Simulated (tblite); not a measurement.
A geometry optimisation, step by step.

C7H17NP (charge -1).
Atom-mapped SMILES: `[CH3:1][N:2]([CH3:3])[P-:4][CH2:5][C:6]([CH3:7])([CH3:8])[CH3:9]` (hydrogens: H10, H11, H12 on C1; H13, H14, H15 on C3; H16, H17 on C5; H18, H19, H20 on C7; H21, H22, H23 on C8; H24, H25, H26 on C9)

Computed with GFN2-xTB (tblite), gas phase: L-BFGS steps from a force-field or distance-geometry start until the largest atomic force falls under 0.01 eV/Å. 6 of its 98 geometries are shown.

Step 0: E = -795.5083 eV, largest atomic force 3.845 eV/Å
```
atom  x, y, z in Å  |  force x, y, z in eV/Å
C1     -2.807   -1.523   -0.187   -0.579   0.355   1.327
N2     -2.278   -0.329   -0.758   -0.406   0.275   0.066
C3     -2.792    0.893   -0.281   -1.303   0.320   0.505
P4     -0.701   -0.359   -1.374    0.901  -1.916  -3.209
C5      0.443    0.836   -0.650   -0.039   1.294   0.356
C6      1.529    0.185    0.180   -0.120  -0.153   0.634
C7      2.379   -0.774   -0.606    1.066  -0.927  -0.354
C8      0.877   -0.592    1.321   -0.180  -0.336  -0.514
C9      2.418    1.265    0.728    0.816   1.197   0.621
H10    -3.698   -1.900   -0.720    0.231   0.099  -0.209
H11    -2.029   -2.299   -0.162   -0.359   0.259   0.035
H12    -3.192   -1.264    0.850    0.421  -0.615  -0.319
H13    -2.828    0.859    0.837    0.049   0.467  -0.131
H14    -3.854    0.976   -0.615    0.182   0.310   0.101
H15    -2.239    1.794   -0.622   -0.245  -0.820   0.115
H16    -0.141    1.599   -0.076    0.599  -0.264  -0.109
H17     0.908    1.358   -1.528   -0.194  -0.200   0.582
H18     1.847   -1.706   -0.901    0.240   0.741   0.376
H19     3.265   -1.015    0.050   -0.698  -0.211  -0.750
H20     2.766   -0.340   -1.538   -0.142   0.055   0.280
H21     0.198   -1.318    0.779    0.486   0.631   0.899
H22     0.303    0.141    1.908    0.125  -0.684   0.096
H23     1.663   -1.113    1.908   -0.732   0.252  -0.129
H24     2.550    2.023   -0.073    0.073  -0.172   0.659
H25     3.437    0.885    0.995   -0.755   0.326   0.019
H26     1.953    1.742    1.638    0.562  -0.282  -0.945
```

Step 19: E = -796.5735 eV, largest atomic force 0.307 eV/Å
```
atom  x, y, z in Å  |  force x, y, z in eV/Å
C1     -2.708   -1.481   -0.096    0.080   0.087   0.001
N2     -1.998   -0.274   -0.394   -0.019   0.061  -0.125
C3     -2.830    0.895   -0.270   -0.022  -0.006  -0.010
P4     -0.798   -0.284   -1.693    0.122  -0.060   0.185
C5      0.428    0.770   -0.718    0.190   0.088   0.054
C6      1.514    0.144    0.181    0.100   0.134  -0.061
C7      2.387   -0.786   -0.660   -0.097   0.009   0.121
C8      0.878   -0.613    1.342    0.064   0.090  -0.187
C9      2.395    1.274    0.747   -0.052  -0.016  -0.034
H10    -3.621   -1.659   -0.702    0.115   0.133   0.007
H11    -2.041   -2.329   -0.237    0.022   0.015  -0.017
H12    -3.010   -1.424    0.956   -0.163  -0.179   0.188
H13    -2.954    1.135    0.792   -0.126   0.006   0.265
H14    -3.834    0.781   -0.703   -0.121  -0.106  -0.116
H15    -2.359    1.751   -0.743    0.120  -0.035  -0.113
H16    -0.175    1.466   -0.133   -0.006   0.002   0.133
H17     0.957    1.369   -1.461    0.040   0.075  -0.273
H18     1.773   -1.603   -1.024   -0.066   0.016  -0.153
H19     3.193   -1.200   -0.053    0.122  -0.016  -0.042
H20     2.802   -0.246   -1.514   -0.028  -0.122   0.138
H21     0.181   -1.323    0.910   -0.081  -0.048   0.181
H22     0.338    0.105    1.963   -0.038  -0.269   0.006
H23     1.635   -1.126    1.945   -0.155   0.036  -0.064
H24     2.624    1.981   -0.048    0.143   0.056   0.059
H25     3.329    0.899    1.174   -0.047  -0.080  -0.109
H26     1.873    1.800    1.542   -0.097   0.126  -0.033
```

Step 39: E = -796.6881 eV, largest atomic force 0.107 eV/Å
```
atom  x, y, z in Å  |  force x, y, z in eV/Å
C1     -2.682   -1.483   -0.015   -0.010  -0.030   0.024
N2     -1.982   -0.247   -0.232   -0.043   0.017   0.004
C3     -2.884    0.878   -0.262   -0.037   0.043   0.004
P4     -0.787   -0.296   -1.558    0.045   0.014  -0.017
C5      0.470    0.833   -0.722   -0.096   0.005  -0.045
C6      1.540    0.186    0.170   -0.047  -0.005  -0.036
C7      2.369   -0.775   -0.673    0.039  -0.037  -0.037
C8      0.868   -0.610    1.283   -0.018  -0.006  -0.002
C9      2.433    1.281    0.761    0.032   0.037   0.021
H10    -3.558   -1.611   -0.676   -0.002   0.021   0.007
H11    -2.001   -2.310   -0.206    0.051  -0.013   0.025
H12    -3.038   -1.546    1.026   -0.001   0.077  -0.005
H13    -3.181    1.165    0.761    0.003  -0.107   0.006
H14    -3.808    0.684   -0.835    0.025  -0.016  -0.019
H15    -2.373    1.724   -0.718    0.002   0.020   0.004
H16    -0.094    1.571   -0.141    0.030  -0.004  -0.018
H17     0.968    1.361   -1.547    0.005  -0.008   0.072
H18     1.686   -1.494   -1.120    0.008  -0.009  -0.030
H19     3.110   -1.298   -0.067    0.014  -0.019  -0.006
H20     2.877   -0.251   -1.481    0.035   0.048   0.009
H21     0.185   -1.311    0.811   -0.031   0.008   0.053
H22     0.288    0.044    1.931   -0.002   0.005   0.000
H23     1.600   -1.154    1.884   -0.003   0.017  -0.003
H24     2.826    1.924   -0.025    0.027  -0.008  -0.052
H25     3.276    0.854    1.304    0.019  -0.058   0.033
H26     1.868    1.907    1.451   -0.044   0.007   0.009
```

Step 58: E = -796.7178 eV, largest atomic force 0.061 eV/Å
```
atom  x, y, z in Å  |  force x, y, z in eV/Å
C1     -2.644   -1.466    0.035   -0.007  -0.018   0.012
N2     -1.977   -0.222   -0.231   -0.048   0.020   0.032
C3     -2.928    0.861   -0.272   -0.041   0.004  -0.009
P4     -0.801   -0.264   -1.571    0.034   0.011  -0.019
C5      0.471    0.846   -0.736    0.011   0.022   0.011
C6      1.537    0.182    0.150    0.011  -0.001   0.002
C7      2.373   -0.767   -0.705    0.003  -0.017  -0.015
C8      0.853   -0.603    1.265   -0.003  -0.008  -0.002
C9      2.448    1.253    0.766    0.010   0.012  -0.003
H10    -3.493   -1.664   -0.644    0.008   0.005  -0.020
H11    -1.932   -2.282   -0.071    0.028  -0.010   0.008
H12    -3.039   -1.459    1.062    0.005   0.006   0.024
H13    -3.348    1.016    0.736    0.016  -0.002  -0.032
H14    -3.771    0.676   -0.962    0.021   0.009   0.006
H15    -2.421    1.770   -0.589    0.002  -0.020   0.015
H16    -0.076    1.589   -0.148   -0.020   0.011   0.000
H17     0.972    1.372   -1.558    0.035   0.007   0.019
H18     1.694   -1.422   -1.248   -0.024  -0.003   0.013
H19     3.050   -1.368   -0.095    0.001   0.005   0.004
H20     2.960   -0.209   -1.435   -0.003  -0.002   0.012
H21     0.149   -1.292    0.810   -0.014  -0.007  -0.008
H22     0.294    0.070    1.912   -0.010   0.001   0.000
H23     1.575   -1.157    1.868    0.021  -0.002  -0.007
H24     2.956    1.820   -0.015   -0.012  -0.006   0.009
H25     3.206    0.793    1.405   -0.015   0.005  -0.029
H26     1.871    1.951    1.372   -0.009  -0.023  -0.021
```

Step 78: E = -796.7211 eV, largest atomic force 0.015 eV/Å
```
atom  x, y, z in Å  |  force x, y, z in eV/Å
C1     -2.615   -1.461    0.049   -0.003   0.006  -0.002
N2     -1.973   -0.205   -0.227    0.009   0.000  -0.003
C3     -2.941    0.861   -0.283    0.002  -0.002  -0.003
P4     -0.802   -0.234   -1.574    0.003  -0.004   0.001
C5      0.473    0.862   -0.728    0.009   0.000   0.004
C6      1.532    0.179    0.150    0.010  -0.001  -0.001
C7      2.355   -0.778   -0.708    0.005  -0.006  -0.004
C8      0.849   -0.610    1.263    0.000   0.007   0.001
C9      2.448    1.248    0.761    0.000  -0.001   0.002
H10    -3.443   -1.691   -0.644   -0.008  -0.004  -0.006
H11    -1.881   -2.262   -0.027    0.005   0.013   0.003
H12    -3.029   -1.442    1.069   -0.003  -0.008   0.009
H13    -3.395    0.995    0.712   -0.008  -0.002  -0.004
H14    -3.755    0.677   -1.006   -0.009  -0.002   0.004
H15    -2.434    1.781   -0.567   -0.005  -0.002  -0.003
H16    -0.071    1.602   -0.134   -0.011  -0.002  -0.003
H17     0.984    1.393   -1.540    0.005   0.003  -0.001
H18     1.664   -1.424   -1.245   -0.006  -0.001  -0.003
H19     3.027   -1.385   -0.100    0.003  -0.004   0.005
H20     2.947   -0.229   -1.440   -0.006   0.010  -0.007
H21     0.144   -1.296    0.805    0.003   0.002  -0.003
H22     0.291    0.058    1.916    0.000   0.008   0.005
H23     1.575   -1.168    1.858   -0.001   0.004   0.001
H24     2.951    1.815   -0.022    0.001  -0.004   0.003
H25     3.209    0.792    1.398   -0.001  -0.007  -0.006
H26     1.867    1.945    1.364    0.008  -0.002   0.012
```

Step 97: E = -796.7226 eV, largest atomic force 0.009 eV/Å
```
atom  x, y, z in Å  |  force x, y, z in eV/Å
C1     -2.599   -1.457    0.055    0.002   0.002   0.002
N2     -1.977   -0.193   -0.229   -0.003   0.001  -0.007
C3     -2.965    0.855   -0.304   -0.004  -0.002   0.000
P4     -0.799   -0.216   -1.570   -0.002   0.003   0.002
C5      0.476    0.876   -0.716    0.000  -0.003   0.001
C6      1.534    0.182    0.154    0.002  -0.005  -0.003
C7      2.340   -0.780   -0.715    0.004  -0.004  -0.004
C8      0.848   -0.600    1.269    0.004   0.000   0.002
C9      2.470    1.232    0.766   -0.003  -0.003  -0.002
H10    -3.415   -1.713   -0.644    0.001   0.005   0.004
H11    -1.850   -2.244   -0.001    0.002   0.002  -0.006
H12    -3.025   -1.435    1.071   -0.005   0.001  -0.001
H13    -3.435    0.986    0.683    0.002  -0.001   0.004
H14    -3.767    0.650   -1.034   -0.004   0.000  -0.005
H15    -2.472    1.783   -0.588   -0.002  -0.006  -0.004
H16    -0.069    1.612   -0.117    0.003  -0.004   0.005
H17     0.988    1.413   -1.525   -0.001   0.002   0.003
H18     1.639   -1.428   -1.237   -0.008   0.002   0.001
H19     3.024   -1.386   -0.118   -0.003  -0.001   0.008
H20     2.916   -0.233   -1.461    0.004   0.007   0.001
H21     0.139   -1.285    0.816    0.006   0.004  -0.003
H22     0.294    0.074    1.920    0.003   0.000   0.004
H23     1.572   -1.159    1.867    0.002  -0.004   0.002
H24     2.958    1.815   -0.016   -0.002  -0.002   0.000
H25     3.243    0.755    1.372   -0.002   0.002  -0.001
H26     1.911    1.917    1.402    0.004   0.004  -0.003
```

Question: Summarise the path.

Answer: The energy falls by 28.00 kcal/mol from step 0 to step 97; nine tenths of that is first reached at step 21. It falls at every step. The largest force goes from 3.845 to 0.009 eV/Å. Among the bonds N2–P4 changes most, from 1.693 to 1.785 Å; the atoms move by 0.322 Å rms after alignment.

Question: Follow the three bonds and two angles with the largest change from start to end.

Answer: 
| step | E above end (kcal/mol) | largest force (eV/Å) | N2–P4 (Å) | P4–C5 (Å) | C8–H21 (Å) | N2–P4–C5 (°) | C1–N2–C3 (°) |
| --- | --- | --- | --- | --- | --- | --- | --- |
| 0 | 28.00 | 3.845 | 1.693 | 1.806 | 1.131 | 115.6 | 117.1 |
| 4 | 11.56 | 0.623 | 1.783 | 1.928 | 1.085 | 104.9 | 113.2 |
| 8 | 8.79 | 0.412 | 1.752 | 1.904 | 1.090 | 104.6 | 114.0 |
| 13 | 7.13 | 0.405 | 1.755 | 1.931 | 1.087 | 100.9 | 114.5 |
| 17 | 4.87 | 0.635 | 1.762 | 1.874 | 1.085 | 95.1 | 112.6 |
| 21 | 2.61 | 0.378 | 1.773 | 1.900 | 1.085 | 92.8 | 111.9 |
| 25 | 1.91 | 0.148 | 1.777 | 1.873 | 1.085 | 93.4 | 111.4 |
| 30 | 1.45 | 0.198 | 1.780 | 1.885 | 1.087 | 93.8 | 111.3 |
| 34 | 1.02 | 0.163 | 1.784 | 1.876 | 1.085 | 95.1 | 112.2 |
| 38 | 0.84 | 0.095 | 1.786 | 1.886 | 1.087 | 95.6 | 111.8 |
| 42 | 0.62 | 0.134 | 1.789 | 1.880 | 1.085 | 96.3 | 111.6 |
| 46 | 0.31 | 0.088 | 1.785 | 1.891 | 1.087 | 96.0 | 110.6 |
| 51 | 0.19 | 0.067 | 1.788 | 1.884 | 1.086 | 96.3 | 110.2 |
| 55 | 0.15 | 0.051 | 1.785 | 1.887 | 1.086 | 95.9 | 110.2 |
| 59 | 0.10 | 0.045 | 1.784 | 1.883 | 1.085 | 95.6 | 110.6 |
| 63 | 0.07 | 0.027 | 1.786 | 1.884 | 1.086 | 95.7 | 110.7 |
| 67 | 0.06 | 0.027 | 1.785 | 1.882 | 1.085 | 95.6 | 110.8 |
| 72 | 0.04 | 0.022 | 1.787 | 1.884 | 1.086 | 95.6 | 110.8 |
| 76 | 0.04 | 0.016 | 1.785 | 1.882 | 1.085 | 95.6 | 110.8 |
| 80 | 0.03 | 0.017 | 1.785 | 1.882 | 1.086 | 95.5 | 110.7 |
| 84 | 0.02 | 0.018 | 1.785 | 1.881 | 1.085 | 95.4 | 110.6 |
| 89 | 0.01 | 0.020 | 1.785 | 1.883 | 1.085 | 95.5 | 110.5 |
| 93 | 0.01 | 0.017 | 1.785 | 1.883 | 1.085 | 95.6 | 110.6 |
| 97 | 0.00 | 0.009 | 1.785 | 1.883 | 1.085 | 95.7 | 110.6 |

What follows is the cost of the whole relaxation. Hardware: one thread of an Arm Neoverse V2, on a shared host. Cost: 0.76 s wall.
